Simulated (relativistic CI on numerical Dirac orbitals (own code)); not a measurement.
# K+: what numerical and physical settings do to a radial Dirac CI calculation

Reference input:

```
atom K  Z=19  charge=1  electrons=18
nucleus A=39  rms_radius_fm=3.4349
hamiltonian dirac-coulomb  breit=on  qed=on  c_scale=1
orbitals kli  potential=per-configuration
slater_scale 1
correlation none
mixing on
grid step=0.0125 r_max=51.4
scf mixing=0.4 start=green max_iterations=150 tolerance=2e-08 node_fill=0.05
configurations
  [Ne] 3s2 3p6
  [Ne] 3s2 3p5 3d
  [Ne] 3s2 3p4 3d2
end
```

Computed lowest total energy -601.17962 Ha, first excitation 176578.5 cm⁻¹, 33 SCF steps. Runs with settings changed; * marks those that are bad on purpose:

```csv
Changed,Outcome,Lowest level,ΔE (Ha),First excitation (cm⁻¹),SCF steps,Message
end of the grid at 25.7 bohr,converged,3p⁶ ¹S0,-5.25e-11,176578.5,32,
SCF tolerance 1e-10,converged,3p⁶ ¹S0,-2.91e-11,176578.5,36,
"SCF mixing 0.2, node fill of the KLI weights 0.5, QED terms off",converged,3p⁶ ¹S0,-0.0863,176304.9,37,
iteration limit 20,converged,3p⁶ ¹S0,0,176578.5,33,
charge 2 *,refused,,,,0,"configuration [Ne] 3s2 3p6 has 18 electrons, the ion has 17"
grid step 0.6 *,refused,,,,0,"the grid has 30 points, outside 40 to 4096"
```

With so few configurations and no correlation, terms lie too far apart (by 10 to 50 % near neutrality), their order can be wrong, and levels of other configurations are missing.
